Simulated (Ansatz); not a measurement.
Ansatz (a first-principles code) input (RPA@PBE/def2-TZVPP):

Ansatz 0.2 input:
```yaml
crystal:
  periodic: [false, false, false]
  atoms:
    - {symbol: C, position_ang: [-0.76300776, 1.54427050, -1.12092425]}
    - {symbol: Ge, position_ang: [-0.05609576, -0.07139958, -0.27315456]}
    - {symbol: C, position_ang: [1.64895917, -0.64283474, -1.04456716]}
    - {symbol: C, position_ang: [-1.37081299, -1.51857536, -0.19550964]}
    - {symbol: Cl, position_ang: [0.37300871, 0.47477148, 1.81634101]}
    - {symbol: H, position_ang: [-0.99877760, 1.34288966, -2.16717681]}
    - {symbol: H, position_ang: [-1.66887684, 1.86806873, -0.61019941]}
    - {symbol: H, position_ang: [-0.02582008, 2.34455884, -1.07217126]}
    - {symbol: H, position_ang: [2.04112329, -1.49605731, -0.49274971]}
    - {symbol: H, position_ang: [1.50783967, -0.93004192, -2.08782332]}
    - {symbol: H, position_ang: [2.37182987, 0.17043585, -0.99626741]}
    - {symbol: H, position_ang: [-1.63043431, -1.84014833, -1.20544710]}
    - {symbol: H, position_ang: [-2.27307426, -1.17659665, 0.30972210]}
    - {symbol: H, position_ang: [-0.96072406, -2.36659970, 0.35126796]}
basis:
  gaussian:
    orbitals: def2-TZVPP
hamiltonian:
  xc: pbe
magnetization: {spin_polarized: false}
correlation: {method: rpa, electrons: outside_noble_gas}
```

Output:

```
Functional definition: PBE
integrals: 0.93 GiB planned
1802 factors; integrals over basis functions are off by at most 1.2e-3 eV
0.37 GiB of the device are held for the grids
2.16 GiB of device memory are held for the factors and their scratch space
mean field: 2.74 GiB planned
mean field evaluation 1: about -72261.0490 eV, gradient 1.0e2 eV
mean field evaluation 2: about -72261.0436 eV, gradient 1.0e2 eV
mean field evaluation 4: about -72283.5869 eV, gradient 1.6e1 eV
mean field evaluation 8: about -72284.1525 eV, gradient 5.4e-1 eV
mean field evaluation 16: about -72284.1535 eV, gradient 1.7e-4 eV
mean field -72284.15349623 eV, -2656.3936450273 hartree, gradient 4.9e-6 eV, S^2 0.000000; 0 other end points of the search recorded, 0 dependent functions left out
22 core orbitals not correlated
reference -72213.13284013 eV, -2653.7836840553 hartree; 16, 16 occupied and 271, 271 virtual orbitals, 1802 factors
Total energy: -72252.40135335 eV, -2655.2267752988 hartree
```
